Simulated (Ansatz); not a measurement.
Consider the isomerisation: `F[CH](F)[GeH2][SiH3]` → `F[CH2][GeH]([F])[SiH3]`.

Computed with Ansatz on PBE0-D4/def2-TZVP structures; ΔE is electronic, products minus reactants. CBS: MP2 limit from def2 TZ/QZ plus the TZ coupled-cluster correction, frozen cores. Functionals use def2-TZVPP. For Ge outer-core shells are correlated without core-valence functions, which leaves a few kJ/mol of doubt a bond. Scalar relativity is left out up to krypton. One conformer a species, not always the lowest.

```json
{"level": "B2PLYP", "ΔE (kJ/mol)": "-113.5"}
{"level": "PBE0", "ΔE (kJ/mol)": "-103.4"}
```

(1) What does CCSD(T)/CBS give? (Estimate.)

Largest T1 diagnostic among the species: 0.012.

## Answers

(1) Computed: -112.3 kJ/mol. The listed levels differ from it by -1.2, 8.9 kJ/mol.
